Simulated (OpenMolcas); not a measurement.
## Ta3+: from CASSCF to CASPT2

```yaml
Program: OpenMolcas
Basis: ANO-RCC-VQZP [9s8p6d4f3g2h]
Scalar_Hamiltonian: DKH2, point nucleus
Active_space: 2 electrons in 5 orbitals (5d)
State_averaging: 2S+1 = 3 even, 10 roots; 2S+1 = 1 even, 15 roots
Spin-orbit_coupling: state interaction with AMFI integrals over the reference wave functions, term energies averaged over their components
```

Methods on the same reference wave functions:
A. CASSCF
B. SS-CASPT2, IPEA 0.25 Eh, imaginary shift 0.1 Eh (closed shells correlated: 5s 5p)

Energies in eV above 5d2 3F2.

| Level | A | B |
| --- | --- | --- |
| 5d2 3F2 | 0.0000 | 0.0000 |
| 5d2 3F3 | 0.5677 | 0.614 |
| 5d2 3F4 | 1.1054 | 1.137 |
| 5d2 3P0 | 1.6289 | 1.470 |
| 5d2 1D2 [57 %] | 1.6920 | 1.337 |
| 5d2 3P1 | 1.9270 | 1.811 |
| 5d2 3P2 [62 %] | 2.5588 | 2.334 |
| 5d2 1G4 | 2.5956 | 2.375 |
| 5d2 1S0 | 5.3927 | 4.473 |

From A to B the spin-free energies of the other terms of 5d2 shown, above 3F, scale by factors of 0.53 to 0.88.

The lowest spin-free term lies below A's lowest term by 0.240 hartree in B.

CASPT2 does not keep the components of a term degenerate, so their means are used; among the terms shown or strongly mixed into the levels shown the widest spread is 560 cm-1 (5d2 1G, B). Without dynamic correlation excited terms often stand tens of per cent too high (terms of higher spin than the ground term too low), and those without a measured partner can miss by more than the paired ones (holds for A). Levels of configurations outside the active space are missing.

A share in square brackets marks a mixed level and gives the weight of the term that names it, the lowest over the columns.
